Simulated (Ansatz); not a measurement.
`[SH][GaH][SH]` + CH₃OH → `C[O][GaH][SH]` + H₂S  (ligand exchange at a Ga–S bond)

Calculated with Ansatz (gas phase, PBE0-D4/def2-TZVP geometries, no zero-point term in ΔE). CCSD(T)/CBS is the MP2 limit (def2-TZVPP, def2-QZVPP) plus CCSD(T) − MP2 in def2-TZVPP, frozen cores. This one scheme is used for every species. Functionals use def2-TZVPP. B3LYP here is the variant with VWN-RPA as its local correlation; programs differ in this. For Ga outer-core shells are correlated without core-valence functions, which leaves a few kJ/mol of doubt a bond. Scalar relativity is left out up to krypton. Each species was taken in one conformer, which may not be the lowest.

(1) Is it downhill or uphill in electronic energy at CCSD(T)/CBS, and by how much? (Best estimate.)

(2) What do these levels give: r2SCAN-D4, B3LYP-D4, ωB97X-V, PBE, HF/def2-SVP, CCSD(T)/def2-SVP? (Estimate.)

Largest T1 diagnostic among the species: 0.014.

Results:

(1) The calculation gave: Uphill: ΔE = +0.36 eV.

(2) Ansatz gave: r2SCAN-D4 0.36, B3LYP-D4 0.34, ωB97X-V 0.33, PBE 0.40, HF/def2-SVP 0.35, CCSD(T)/def2-SVP 0.24 eV.

From PBE to PBE0 (25 % exact exchange), in def2-TZVPP and without D4, ΔE moves by +0.04 eV. Leaving LDA and LC-ωPBE aside and taking each functional with its dispersion term where it has one, the values, not all of them listed here, spread over 0.15 eV, from BLYP-D4 to HSE06-D4. LDA lies −0.05 eV from PBE without D4. At CCSD(T), def2-SVP lies −0.11 eV from the extrapolated value and def2-TZVPP −0.04 eV.
